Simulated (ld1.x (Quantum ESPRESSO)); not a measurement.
Tm PAW: all-electron and pseudo phase curves

ld1.x (Quantum ESPRESSO) 7.5 input, shortened:

```
&input
   title='Tm', zed=69., rel=1, dft='BLYP', iswitch=3,
   config='[Xe] 4f13 5d0 6s2 6p0'
 /
 &inputp
   pseudotype=3, lpaw=.true., tm=.true., lloc=-1, rcloc=2.60,
   nlcc=.false.,
   which_augfun='BESSEL', rmatch_augfun=0.85
 /
8
5S  1  0   2.00   0.00  2.10  2.35  0.0
6S  2  0   2.00   0.00  2.10  2.35  0.0
5P  2  1   6.00   0.00  2.75  3.05  0.0
6P  3  1   0.00   0.00  2.75  3.05  0.0
5D  3  2   0.00   0.00  2.60  3.40  0.0
5D  3  2   0.00   2.75  2.60  3.40  0.0
4F  4  3  13.00   0.00  1.00  1.30  0.0
4F  4  3   0.00   2.15  1.00  1.30  0.0
 &test
   configts(1)='4f13 5s2 5p6 5d0 6s2 6p0'
 /
```

The phase is arctan(r·u′/u) with u = r·R(r), unwrapped; energies in Ry, scanned from -6 to 5 Ry. A pole is an energy at which the radial function vanishes at the test radius. The pseudo phase is shifted by a multiple of π to meet the all-electron one at the reference energy, and phase errors are pseudo minus all-electron; the curves can meet again beyond the range given. Levels narrower than the energy grid can be missing from the lists of poles. n/a: not evaluated, since a narrow level or a reset projector energy made the automatic matching unsafe.

Problem. For each channel, where are the poles, and over which energies does the pseudopotential scatter like the atom?

Solution.

```csv
channel,radius (bohr),reference energy (Ry),"poles, all-electron","poles, pseudo",unbroken range about the reference energy with phases within 0.05 rad,phase error 1 Ry above the reference energy (rad)
s,3.71,-0.28,0.66,"0.64, 3.52",n/a,n/a
p,3.71,-0.07,"-1.94, 1.53","-1.94, 1.11, 4.69",-2.0 to 0.4,-0.073
d,3.71,-0.05,"0.30, 3.22","0.29, 3.21",below 1.3,-0.013
f,3.71,-0.21,2.27,2.27,n/a,n/a
```

Phases in the d channel:

```json
{"E (Ry)": "-6.00", "all-electron": "1.460", "pseudo": "1.460"}
{"E (Ry)": "-5.48", "all-electron": "1.455", "pseudo": "1.455"}
{"E (Ry)": "-4.96", "all-electron": "1.449", "pseudo": "1.449"}
{"E (Ry)": "-4.44", "all-electron": "1.442", "pseudo": "1.442"}
{"E (Ry)": "-3.92", "all-electron": "1.434", "pseudo": "1.434"}
{"E (Ry)": "-3.40", "all-electron": "1.424", "pseudo": "1.423"}
{"E (Ry)": "-2.88", "all-electron": "1.411", "pseudo": "1.411"}
{"E (Ry)": "-2.36", "all-electron": "1.394", "pseudo": "1.393"}
{"E (Ry)": "-1.84", "all-electron": "1.369", "pseudo": "1.369"}
{"E (Ry)": "-1.32", "all-electron": "1.330", "pseudo": "1.329"}
{"E (Ry)": "-0.80", "all-electron": "1.249", "pseudo": "1.248"}
{"E (Ry)": "-0.28", "all-electron": "0.870", "pseudo": "0.867"}
{"E (Ry)": "0.24", "all-electron": "-1.518", "pseudo": "-1.521"}
{"E (Ry)": "0.76", "all-electron": "-1.820", "pseudo": "-1.828"}
{"E (Ry)": "1.28", "all-electron": "-2.362", "pseudo": "-2.404"}
{"E (Ry)": "1.80", "all-electron": "-4.178", "pseudo": "-4.194"}
{"E (Ry)": "2.32", "all-electron": "-4.549", "pseudo": "-4.550"}
{"E (Ry)": "2.84", "all-electron": "-4.662", "pseudo": "-4.662"}
{"E (Ry)": "3.36", "all-electron": "-4.729", "pseudo": "-4.729"}
{"E (Ry)": "3.88", "all-electron": "-4.787", "pseudo": "-4.791"}
{"E (Ry)": "4.40", "all-electron": "-4.862", "pseudo": "-4.878"}
{"E (Ry)": "4.92", "all-electron": "-5.031", "pseudo": "-5.114"}
```
